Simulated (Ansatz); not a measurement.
Ideal-gas functions of ClFGeH₂N (`[NH2][Ge]([F])[Cl]`) radical at 500 K and 1 bar, from an Ansatz frequency run at PBE0-D4/def2-TZVP.

Molar mass 143.08 g/mol, point group C1 (symmetry number 1), electronic degeneracy 2, moments of inertia 88.688, 179.808, 234.421 u Å². Harmonic wavenumbers (cm⁻¹, unscaled): 124, 171, 220, 271, 405, 554, 674, 694, 853, 1561, 3541, 3646.

Use S(trans) = R[1.5 ln M + 2.5 ln T − 1.1517]; rotational temperatures θ = 24.2544 K / I; S(rot) = R[ln(√π/σ · √(T³/θAθBθC)) + 1.5]; for each mode x = 1.438777 ν̃/T, S = R[x/(eˣ − 1) − ln(1 − e⁻ˣ)] and H = RT x/(eˣ − 1); 1 cm⁻¹ = 0.0119627 kJ/mol; R = 8.31446 J/(mol·K).

**Question.** By hand: the entropy, in J/(mol·K).

**Answer.** Translation 181.5. Rotation: θ = 0.2735, 0.1349, 0.1035 K, giving 117.9. Vibration, mode by mode: 16.93, 14.29, 12.25, 10.59, 7.50, 5.27, 4.00, 3.82, 2.66, 0.52, 0.00, 0.00, in all 77.8. Electronic 5.8. Sum 383.0 J/(mol·K).

**Question.** By hand: H − E and G − E in kJ/mol, counted from the electronic energy.

**Answer.** Zero-point energy ½ × 12714 × 0.0119627 = 76.0; thermal vibration 20.1; translation, rotation and pV give 4 RT = 16.6. H − E = 112.7 kJ/mol, and G − E = 112.7 − 500 × 383.0/1000 = -78.8 kJ/mol.

Vibration gives 20 % of the entropy, 16.9 J/(mol·K) of it from the mode under 150 cm⁻¹: soft modes count most, and the harmonic formula is weakest for them. The sum counts one conformer and one mirror image; others add a mixing term.
